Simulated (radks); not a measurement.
All-electron atom: the caesium ion Cs3+ in [Kr] 4d10 5s2 5p4.

All-electron calculation, scalar-relativistic Kohn-Sham, AM05, spin-polarised, spherical densities, finite nucleus; open shells are filled with parallel spins first (spin-orbit coupling, left out, can overturn this in heavy ions); Fermi nuclear charge, rms radius 4.8041 fm. Program: a radial shooting solver on a logarithmic mesh with Libxc functionals.

Energy parts (hartree):
total: -7778.5606
kinetic: 8193.4563
electron-nucleus: -18772.9114
Hartree: 2986.1220
exchange-correlation: -185.2276

Orbitals (lengths in bohr, moments of r in powers of bohr; r(max) is where P^2 peaks; r(90%) holds 90 % of the orbital's charge):
| orbital | occ. | eigenvalue (hartree) | <r^2> | r(max) | <r> | r(90%) |
|---|---|---|---|---|---|---|
| 1s up | 1 | -1315.302 | 0.0009264 | 0.01680 | 0.02613 | 0.0470 |
| 1s down | 1 | -1315.298 | 0.0009264 | 0.01680 | 0.02613 | 0.0470 |
| 2s up | 1 | -207.2949 | 0.01485 | 0.09496 | 0.1122 | 0.173 |
| 2s down | 1 | -207.2925 | 0.01485 | 0.09496 | 0.1122 | 0.173 |
| 2p up | 3 | -186.1433 | 0.01178 | 0.07621 | 0.09825 | 0.160 |
| 2p down | 3 | -186.1397 | 0.01178 | 0.07621 | 0.09825 | 0.160 |
| 3s up | 1 | -43.95342 | 0.1024 | 0.2728 | 0.2994 | 0.440 |
| 3s down | 1 | -43.94976 | 0.1024 | 0.2728 | 0.2994 | 0.440 |
| 3p up | 3 | -37.14600 | 0.1024 | 0.2668 | 0.2972 | 0.446 |
| 3p down | 3 | -37.14192 | 0.1024 | 0.2668 | 0.2972 | 0.446 |
| 3d up | 5 | -27.13660 | 0.08847 | 0.2203 | 0.2737 | 0.429 |
| 3d down | 5 | -27.13272 | 0.08846 | 0.2203 | 0.2736 | 0.429 |
| 4s up | 1 | -9.17145 | 0.5449 | 0.6424 | 0.6947 | 1.00 |
| 4s down | 1 | -9.16422 | 0.5446 | 0.6425 | 0.6946 | 1.000 |
| 4p up | 3 | -6.99168 | 0.6221 | 0.6728 | 0.7393 | 1.08 |
| 4p down | 3 | -6.98395 | 0.6211 | 0.6729 | 0.7388 | 1.08 |
| 4d up | 5 | -3.81738 | 0.8120 | 0.7204 | 0.8353 | 1.26 |
| 4d down | 5 | -3.80581 | 0.8060 | 0.7203 | 0.8327 | 1.26 |
| 5s up | 1 | -2.01460 | 3.122 | 1.520 | 1.670 | 2.39 |
| 5s down | 1 | -1.95094 | 3.118 | 1.512 | 1.668 | 2.39 |
| 5p up | 3 | -1.48230 | 4.083 | 1.714 | 1.907 | 2.75 |
| 5p down | 1 | -1.41710 | 4.140 | 1.710 | 1.918 | 2.78 |

The highest occupied level is 5p down at -38.561 eV. Spin moment in Bohr magnetons: 2. The density falls to 0.001 e/bohr^3 at r = 3.59 bohr. Summed over all electrons, <r^2> = 37.34 bohr^2, which gives a Langevin (diamagnetic) susceptibility term of -29.6 x 10^-6 cm^3/mol. The spin density at the nucleus is -2.158 e/bohr^3 (1s -0.509, 2s 0.102, 3s 0.006, 4s 0.226, 5s -1.984). For comparison, the ionisation energy in NIST's Atomic Spectra Database is 43 eV (theoretical). In exact Kohn-Sham theory the highest level is minus the ionisation energy, but local and semilocal functionals leave it too shallow, through self-interaction and a potential that decays too fast; potentials with the right tail come closer. The electron density at the nucleus is 3.056e+05 e/bohr^3 (large components only).
